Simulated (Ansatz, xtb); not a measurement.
## CHClOSi−: where a starting geometry ends

The starting geometry of this gas-phase doublet was built from a drawn formula by distance geometry and a force field; its bonds are those of `[O-]/[Si]=C\Cl`.

```tsv
atom	x (Å)	y (Å)	z (Å)
C	-2.2840	2.3646	1.0376
Cl	-1.9023	1.6083	2.4999
O	-4.7082	0.7960	0.7420
Si	-3.6765	2.0080	0.1354
H	-1.6059	3.1453	0.6206
```

**Question.** Where would you expect an optimisation with r2SCAN-D4/def2-SVPD to take it?

**Answer.** It keeps its bonds, and is `[O-]/[Si]=C\Cl`.

The energy falls by 0.57 eV over 12 steps:

```
step  E − E(last) (eV)
   1             0.574
   2             0.224
   3             0.100
   5             0.001
   6             0.000
   7             0.000
   8             0.000
  10             0.000
  11             0.000
  12             0.000
```

Final geometry (Å):

```xyz
5

C    -2.2751    2.3601    1.0474
Cl   -1.6456    1.7203    2.6116
O    -4.8974    0.8334    0.5131
Si   -3.7459    1.8769    0.2188
H    -1.6130    3.1314    0.6446
```

From the same start GFN2-xTB ends elsewhere, differing in C1–Cl2 (3.42 against 1.80 Å here), Cl2–Si4 (2.31 against 3.19 Å here).

No frequencies were run, so the end isn't proven a minimum. Open shells are spin-unrestricted. Run with Ansatz 0.2.0, 92 s on 2 threads of Arm Neoverse V1, with other jobs on the host.
